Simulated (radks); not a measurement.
Results of a calculation; reference values are marked as such.
Mo, configuration [Kr] 4d5 5s1.

Code: a radial shooting solver on a logarithmic mesh with Libxc functionals. Model: Dirac Kohn-Sham, Wu-Cohen GGA, spin-unpolarised, spherical densities, finite nucleus; open shells are shared between the two j in proportion to 2j + 1; Fermi nuclear charge, rms radius 4.4091 fm.

Energy parts (Ry):
total: -8097.03793
kinetic: 8395.64000
electron-nucleus: -19565.08797
Hartree: 3318.51498
exchange-correlation: -246.10494

Orbitals (lengths in bohr, moments of r in powers of bohr; <r^-3> diverges for s and p1/2; r(90%) holds 90 % of the orbital's charge):
orbital  occ.  eigenvalue (Ry)  r(90%)  <r^-3>     <r^2>
1s1/2       2        -1455.950  0.0630       -  0.001669
2s1/2       2        -205.5862   0.237       -   0.02780
2p1/2       2        -189.1800   0.214       -   0.02099
2p3/2       4        -181.3468   0.220    2397   0.02235
3s1/2       2        -34.97926   0.634       -    0.2109
3p1/2       2        -28.73208   0.641       -    0.2090
3p3/2       4        -27.44231   0.656   399.9    0.2193
3d3/2       4        -16.38017   0.661   58.33    0.2057
3d5/2       6        -16.13601   0.666   55.61    0.2090
4s1/2       2         -4.72576    1.61       -     1.390
4p1/2       2         -2.95163    1.81       -     1.699
4p3/2       4         -2.76784    1.86   57.01     1.790
4d3/2       2         -0.28561    3.30   3.724     4.960
4d5/2       3         -0.27061    3.36   3.492     5.132
5s1/2       1         -0.30268    5.34       -     14.52
5p1/2       0         -0.07745    8.26       -     32.54
5p3/2       0         -0.07019    8.57   2.223     35.03

The highest occupied level is 4d5/2 at -3.682 eV. For comparison, the ionisation energy in NIST's Atomic Spectra Database is 7.092 eV (measured). In exact Kohn-Sham theory the highest level is minus the ionisation energy, but local and semilocal functionals leave it too shallow, through self-interaction and a potential that decays too fast; potentials with the right tail come closer. Summed over all electrons, <r^2> = 57.16 bohr^2, which gives a Langevin (diamagnetic) susceptibility term of -45.3 x 10^-6 cm^3/mol.

Beside tabulated values, note that spin-unpolarised runs miss the spin-polarisation part of the exchange energy of open shells.
